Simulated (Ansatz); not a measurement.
The cluster Zr₂Si₂. Charge 0, multiplicity 1. Geometry relaxed at B3LYP-D4/def2-SVP.

```csv
atom,x (Å),y (Å),z (Å)
Zr1,-0.101,0.801,1.405
Zr2,1.206,-1.048,-0.271
Si3,-1.294,-0.861,-0.059
Si4,0.190,1.108,-1.075
```

In the def2 sets Zr takes a core potential; there is no spin–orbit coupling. The restricted singlet is unstable towards broken spin symmetry at other levels; at B3LYP-D4/def2-SVP this wasn't settled. At PBE0-D4/def2-TZVP a quintet of charge 0 lies 0.08 eV below the restricted singlet, each at its own geometry. The structure comes from a short search, and lower isomers may exist.

(1) Estimate the harmonic wavenumbers at RKS B3LYP-D4/def2-SVP (Ansatz, unscaled). Is this a minimum?

## Answers

(1) 182, 218, 254, 312, 348, 415 cm⁻¹. Yes, no mode is imaginary beyond noise. Zero-point energy 10.3 kJ/mol. It took 64 s on 2 threads of Arm Neoverse V1 on a shared host.
